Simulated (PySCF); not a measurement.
# Peak assignment

Structure with atom numbers: `[CH3:1][CH2:2][c:3]1[cH:4][c:5]([O:6][CH3:7])[p:8][cH:9][p:10]1`; H(Xn) means a hydrogen on atom n.

PySCF 2.14 calculation with GIAO PBE0/pcSseg-1 shieldings and GFN2-xTB structure; single conformer, no relativistic terms, no solvent model, fast rotation and ring inversion assumed for equivalent nuclei.

Chemical shifts δ = σref − σ; ¹³C (σ = 186.93 ppm) and ¹H (σ = 31.72 ppm) against TMS, all at this level.

Q: Assign these signals to the numbered atoms. ¹³C{¹H} NMR (computed): δ 205.1 (C), 194.5 (CH), 188.1 (C), 130.6 (CH), 60.0 (CH3), 39.7 (CH2), 25.6 (CH3).

A: 
205.1 → C5, aromatic carbon bearing oxygen: an ipso carbon deshielded by its heteroatom
194.5 → C9, aromatic CH
188.1 → C3, substituted aromatic carbon
130.6 → C4, aromatic CH: the aromatic region
60.0 → C7, methyl carbon bonded to O: the inductive effect lowers its shielding
39.7 → C2, sp3 CH2 on an aromatic ring: saturated and bonded to C and H only
25.6 → C1, methyl carbon: saturated and bonded to C and H only

Q: Assign these signals to the numbered atoms. ¹H NMR (600 MHz, computed): δ 10.71 (m, 1H), 8.00 (m, 1H), 4.27 (s, 3H), 3.15 (m, 2H), 1.32 (t, 3H).

A: 
| δ (ppm) | atoms | environment | reason |
| --- | --- | --- | --- |
| 10.71 | H(C9) | hydrogen on an aromatic CH | the ring current deshields protons in the ring plane |
| 8.00 | H(C4) | hydrogen on an aromatic CH | – |
| 4.27 | H(C7) | hydrogen on a methyl carbon bonded to O | its carbon carries O, which withdraws density |
| 3.15 | H(C2) | hydrogen on an sp3 CH2 on an aromatic ring | benzylic-type position, deshielded by the ring |
| 1.32 | H(C1) | hydrogen on a methyl carbon | – |

Splittings by ³¹P in the carbon and heteronuclear signals aren't shown, as no couplings were computed. Shifts are as computed. Against solution values, carbons near 30 ppm lie about +3 ppm off and those near 130 ppm about +5 ppm. Of 1211 compounds with measured shifts, 218 miss one by over three times the rms of a fit or turn the order of signals round; such compounds aren't used in these exercises. Multiplicities follow the n + 1 count of equivalent neighbours, as no J values were calculated; m marks all less simple cases, F and P coupling included.
